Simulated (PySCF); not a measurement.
1,1,1-trichloroethane (C2H3Cl3), SMILES CC(Cl)(Cl)Cl. Coordinates come from a ωB97X-D3(BJ)/def2-SVP optimisation.

Level of theory: ωB97X-D3(BJ)/def2-SVP (PySCF).

Harmonic wavenumbers (cm⁻¹): 248, 248, 311, 353, 353, 358, 555, 768, 768, 1112, 1112, 1130, 1409, 1463, 1463, 3091, 3207, 3207. Rotational constants (GHz): 2.349, 2.349, 1.685; symmetry number 3.

Problem. Work out the zero-point energy and the ideal-gas rigid-rotor harmonic-oscillator thermochemistry at 298.15 K and 1 atm.

Solution. ZPE = ½ Σ hcν = ½ × 21155 cm⁻¹ = 30.24 kcal/mol. H − E(el) = 34.44 kcal/mol. Entropy in cal/(mol K): translation 40.58, rotation 25.76, vibration 9.50, total 75.84. G − E(el) = 11.83 kcal/mol. Cp = 21.44 cal/(mol K).
